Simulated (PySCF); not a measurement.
# Steps of a relaxation of [Tm(H2O)4]2+

[Tm(H2O)4]2+ (singlet in the valence; each metal's 4f electrons, 13 of them, lie in its core potential, out of spins and levels; a saddle point, relaxed within its symmetry). PySCF 2.14.0, RKS PBE0, Tm lcecp-0-SVP with ECP59, O def2-SVP, H def2-SVP; non-relativistic Hamiltonian with scalar-relativistic core potentials where named; density fitting; no spin-orbit coupling. Origin of the start: template. Columns: position (Å) and force (eV/Å). Energies are counted from the last step; some of the 5 steps are shown. Forces carry noise of the integration grid, about 0.01 to 0.03 eV/Å.

Run from Python with OMP_NUM_THREADS=2. Where DIIS fails, smearing, a level shift and second-order steps follow.
It took 28 s on 2 threads of Arm Neoverse V2, with other jobs on the host, from the converged density of the start.

```xyz
13
step 0  E = 0.174 eV
Tm    0.0000    0.0000    0.0000     0.00    0.00    0.00
O     1.4838    1.4838    1.4838    -0.41   -0.36   -0.36
H     1.8244    1.2800    2.3689     0.04    0.05   -0.01
H     1.8244    2.3689    1.2800     0.04   -0.01    0.05
O    -1.4838   -1.4838    1.4838     0.41    0.36   -0.36
H    -1.8244   -1.2800    2.3689    -0.04   -0.05   -0.01
H    -1.8244   -2.3689    1.2800    -0.04    0.01    0.05
O     1.4838   -1.4838   -1.4838    -0.41    0.36    0.36
H     1.8244   -2.3689   -1.2800     0.04    0.01   -0.05
H     1.8244   -1.2800   -2.3689     0.04   -0.05    0.01
O    -1.4838    1.4838   -1.4838     0.41   -0.36    0.36
H    -1.8244    2.3689   -1.2800    -0.04   -0.01   -0.05
H    -1.8244    1.2800   -2.3689    -0.04    0.05    0.01
```

```xyz
13
step 1  E = 0.112 eV
Tm    0.0000    0.0000    0.0000     0.00    0.00    0.00
O     1.4512    1.4748    1.4748    -0.16   -0.21   -0.21
H     1.8280    1.2639    2.3458    -0.06    0.00   -0.06
H     1.8280    2.3458    1.2639    -0.06   -0.06    0.00
O    -1.4512   -1.4748    1.4748     0.16    0.21   -0.21
H    -1.8280   -1.2639    2.3458     0.06    0.00   -0.06
H    -1.8280   -2.3458    1.2639     0.06    0.06    0.00
O     1.4512   -1.4748   -1.4748    -0.16    0.21    0.21
H     1.8280   -2.3458   -1.2639    -0.06    0.06    0.00
H     1.8280   -1.2639   -2.3458    -0.06    0.00    0.06
O    -1.4512    1.4748   -1.4748     0.16   -0.21    0.21
H    -1.8280    2.3458   -1.2639     0.06   -0.06    0.00
H    -1.8280    1.2639   -2.3458     0.06    0.00    0.06
```

```xyz
13
step 3  E = 0.005 eV
Tm    0.0000    0.0000    0.0000     0.00    0.00    0.00
O     1.3867    1.4151    1.4151     0.16    0.11    0.11
H     1.7666    1.2127    2.2879    -0.08   -0.06   -0.05
H     1.7666    2.2879    1.2127    -0.08   -0.05   -0.06
O    -1.3867   -1.4151    1.4151    -0.16   -0.11    0.11
H    -1.7666   -1.2127    2.2879     0.08    0.06   -0.05
H    -1.7666   -2.2879    1.2127     0.08    0.05   -0.06
O     1.3867   -1.4151   -1.4151     0.16   -0.11   -0.11
H     1.7666   -2.2879   -1.2127    -0.08    0.05    0.06
H     1.7666   -1.2127   -2.2879    -0.08    0.06    0.05
O    -1.3867    1.4151   -1.4151    -0.16    0.11   -0.11
H    -1.7666    2.2879   -1.2127     0.08   -0.05    0.06
H    -1.7666    1.2127   -2.2879     0.08   -0.06    0.05
```

Q: Where does the relaxation end?

A: It converges at step 4 in D2d:
```xyz
13
step 4  E = 0
Tm    0.0000    0.0000    0.0000
O     1.3894    1.4125    1.4125
H     1.7524    1.2084    2.2901
H     1.7524    2.2901    1.2084
O    -1.3894   -1.4125    1.4125
H    -1.7524   -1.2084    2.2901
H    -1.7524   -2.2901    1.2084
O     1.3894   -1.4125   -1.4125
H     1.7524   -2.2901   -1.2084
H     1.7524   -1.2084   -2.2901
O    -1.3894    1.4125   -1.4125
H    -1.7524    2.2901   -1.2084
H    -1.7524    1.2084   -2.2901
```

Q: How did the contacts change?

A: 
```json
{"contact": "Tm1–O2 (H2O)", "start (Å)": "2.570", "end (Å)": "2.433"}
{"contact": "Tm1–O5 (H2O)", "start (Å)": "2.570", "end (Å)": "2.433"}
{"contact": "Tm1–O8 (H2O)", "start (Å)": "2.570", "end (Å)": "2.433"}
{"contact": "Tm1–O11 (H2O)", "start (Å)": "2.570", "end (Å)": "2.433"}
```


An lcecp potential fixes the number of 4f electrons, so in runs with it no electron can move into or out of that shell.
